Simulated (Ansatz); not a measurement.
Ansatz (a quantum-chemistry and plane-wave program) input (CCSD(T)/cc-pwCVTZ):
A basis named .json is the Basis Set Exchange file of that set.

Ansatz 0.2 input:
```yaml
crystal:
  periodic: [false, false, false]
  atoms:
    - {symbol: C, position_ang: [3.09989660, 0.13785086, -0.06569247]}
    - {symbol: C, position_ang: [1.77203523, -0.42361974, 0.43360219]}
    - {symbol: C, position_ang: [0.56033676, 0.24159892, -0.21484918]}
    - {symbol: C, position_ang: [-0.77176404, -0.31428834, 0.28013825]}
    - {symbol: C, position_ang: [-1.97041679, 0.37219864, -0.36539470]}
    - {symbol: O, position_ang: [-3.19753990, -0.09119189, 0.00025006]}
    - {symbol: H, position_ang: [3.20289654, 0.00278646, -1.14511131]}
    - {symbol: H, position_ang: [3.94732311, -0.35550712, 0.41338313]}
    - {symbol: H, position_ang: [3.17703108, 1.20793982, 0.14156404]}
    - {symbol: H, position_ang: [1.70755933, -0.30411073, 1.51977759]}
    - {symbol: H, position_ang: [1.73370318, -1.50098511, 0.24395276]}
    - {symbol: H, position_ang: [0.62472991, 0.12275533, -1.30287064]}
    - {symbol: H, position_ang: [0.59993779, 1.32077606, -0.02627939]}
    - {symbol: H, position_ang: [-0.84732219, -0.19454139, 1.36486267]}
    - {symbol: H, position_ang: [-0.83392455, -1.38706645, 0.07763929]}
    - {symbol: H, position_ang: [-1.93290451, 0.26542618, -1.47037457]}
    - {symbol: H, position_ang: [-1.93923696, 1.46961980, -0.22536861]}
basis:
  gaussian:
    orbitals: cc-pwCVTZ.json
magnetization: {spin_polarized: true, initial_magnetization: 1}
correlation: {method: ccsd_t, electrons: outside_noble_gas}
```

Output:

```
Functional definition: HF
integrals: 11.31 GiB planned
2364 factors; integrals over basis functions are off by at most 1.4e-3 eV
2.91 GiB of device memory are held for the factors and their scratch space
mean field: 2.97 GiB planned
mean field evaluation 1: about -7358.1266 eV, gradient 3.1e1 eV
mean field evaluation 2: about -7358.1287 eV, gradient 3.1e1 eV
mean field evaluation 4: about -7364.5920 eV, gradient 5.3e0 eV
mean field evaluation 8: about -7365.1221 eV, gradient 3.6e-1 eV
mean field evaluation 16: about -7365.1258 eV, gradient 1.7e-6 eV
mean field evaluation 32: about -7365.1244 eV, gradient 3.1e-2 eV
mean field evaluation 64: about -7365.1094 eV, gradient 2.3e-1 eV
mean field evaluation 96: about -7364.9878 eV, gradient 4.3e-2 eV
mean field -7365.12581855 eV, -270.6633815701 hartree, gradient 1.7e-6 eV, S^2 0.759789; 5 other end points of the search recorded, 0 dependent functions left out
determinant -7365.12581855 eV, -270.6633815701 hartree, with singles and doubles -7396.75896816 eV, -271.8258783765 hartree
determinant -7364.98505850 eV, -270.6582087336 hartree, with singles and doubles -7396.59161284 eV, -271.8197281818 hartree
determinant -7365.12581855 eV, -270.6633815701 hartree, with singles and doubles -7396.30173249 eV, -271.8090752755 hartree
determinant -7364.98505850 eV, -270.6582087336 hartree, with singles and doubles -7396.13204814 eV, -271.8028394906 hartree
6 core orbitals not correlated
reference -7365.12581855 eV, -270.6633815701 hartree; 19, 18 occupied and 387, 388 virtual orbitals, 2364 factors
second order -29.37143114 eV of doubles, -0.00000000 eV of singles
coupled cluster: 44.05 GiB planned
cycle   1  -31.17591558 eV  change   -1.6e-6 eV  update   5.6e-6
perturbative correction -1.20360073 eV, -0.0442315111 hartree
Total energy: -7397.50533486 eV, -271.8533068468 hartree
```

It need not be the lowest isomer of its formula.
